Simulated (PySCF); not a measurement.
One of the candidates below gave these computed data.

All candidates are C6H10FNSi2.

- NMR, other nuclei: isotropic shieldings of nuclei other than C and H, by class: 265 (1 N), 476 (1 F), 382 (1 Si), 443 (1 Si) ppm [GIAO PBE0/pcSseg-1]
- 13C NMR: chemical shifts (computed TMS as zero) by class: 115.6 (1 C), 104.6 (1 C), 85.0 (1 C), 82.1 (1 C), 80.0 (1 C), 6.3 (1 C) ppm [GIAO PBE0/pcSseg-1]
- Rotational structure: rotational constants A, B, C: 1.249, 0.483, 0.385 GHz [GFN2-xTB]
- 1H NMR: chemical shifts (computed TMS as zero) by class: 5.47 (1 H), 5.05 (1 H), 5.02 (1 H), 4.87 (1 H), 2.11 (3 H), 1.94 (1 H), 0.27 (2 H) ppm [GIAO PBE0/pcSseg-1]
- Dipole: 2.22 D [PBE0/pcSseg-1]

Electronic properties: PySCF, gas phase, density fitting. Levels stand in brackets. One conformer (not necessarily the lowest) at the GFN2-xTB geometry, without solvent, vibrations or thermal averaging. NMR values are class means; diastereotopic atoms form classes of their own.

Task: Which candidate is it?
A. `N#C[C@@H]1[SiH2][C@@H]([SiH3])C/C1=C\F`
B. `C=C(C)[Si@@H]1C[C@@H](C#N)[Si@@H]1F`
C. `C#C[Si@@H](C#CC)[Si@H](N)CF`

Result: C. It is `C#C[Si@@H](C#CC)[Si@H](N)CF`. Numbering: `[CH:1]#[C:2][Si@@H:3]([C:4]#[C:5][CH3:6])[Si@H:7]([NH2:8])[CH2:9][F:10]`. Its formula, C6H10FNSi2, gives 4 degrees of unsaturation: 0 rings and 4 π bonds in the structure found. 6 carbons fall into 6 classes; from least to most shielded: alkyne carbon [C5] (115.6 ppm), terminal alkyne carbon [C1] (104.6 ppm), alkyne carbon [C2] (85.0 ppm), sp3 C–F carbon [C9] (82.1 ppm), alkyne carbon [C4] (80.0 ppm), propargylic carbon [C6] (6.3 ppm). Hydrogen classes from least to most shielded: 1 H on an SiH silicon, Si7 (5.47 ppm), 1 H on an sp3 C–F carbon, C9 (5.05 ppm), 1 H on an sp3 C–F carbon, C9 (5.02 ppm), 1 H on an SiH silicon, Si3 (4.87 ppm), 3 H on a propargylic carbon, C6 (2.11 ppm), 1 H on a terminal alkyne carbon, C1 (1.94 ppm), 2 H on a silicon-bound nitrogen, N8 (0.27 ppm, a mean of values up to 0.6 ppm apart in this geometry). The other shieldings belong to: 265 ppm, silicon-bound nitrogen [N8]; 476 ppm, alkyl fluorine [F10]; 382 ppm, SiH silicon [Si7]; 443 ppm, SiH silicon [Si3]. The optimised geometry has point group C1 and is an asymmetric top.

The others, at the same levels:
- `N#C[C@@H]1[SiH2][C@@H]([SiH3])C/C1=C\F` fails: its computed 13C shifts are 156.8 (1 C), 128.1 (1 C), 124.9 (1 C), 31.2 (1 C), 12.8 (1 C), 2.1 (1 C) ppm, 1H shifts are 7.05 (1 H), 4.76 (1 H), 4.44 (1 H), 3.85 (3 H), 3.06 (1 H), 2.80 (1 H), 2.45 (1 H), 0.90 (1 H) ppm and rotational constant A is 1.145 GHz (against 1.249 GHz).
- `C=C(C)[Si@@H]1C[C@@H](C#N)[Si@@H]1F` fails: its computed 13C shifts are 149.6 (1 C), 138.3 (1 C), 125.6 (1 C), 27.2 (1 C), 21.9 (1 C), 15.5 (1 C) ppm, 1H shifts are 6.17 (1 H), 6.15 (1 H), 5.78 (1 H), 5.26 (1 H), 2.80 (1 H), 2.21 (3 H), 2.03 (1 H), 1.70 (1 H) ppm and rotational constant A is 1.665 GHz (against 1.249 GHz).

Each candidate is one conformer, not necessarily the lowest. Dipoles, sizes and rotational constants follow the conformer. The torsions of the flexible species, by atom-mapped SMILES:
- `[CH:1]#[C:2][Si@@H:3]([C:4]#[C:5][CH3:6])[Si@H:7]([NH2:8])[CH2:9][F:10]`: C2–Si3–Si7–N8 146°, Si3–Si7–C9–F10 175°, H–N8–Si7–Si3 -159°, H–N8–Si7–Si3 62°
- `[CH2:1]=[C:2]([CH3:3])[Si@@H:4]1[CH2:5][C@@H:6]([C:7]#[N:8])[Si@@H:9]1[F:10]`: C1–C2–Si4–C5 -136°

The conformers of `N#C[C@@H]1[SiH2][C@@H]([SiH3])C/C1=C\F` aren't listed.
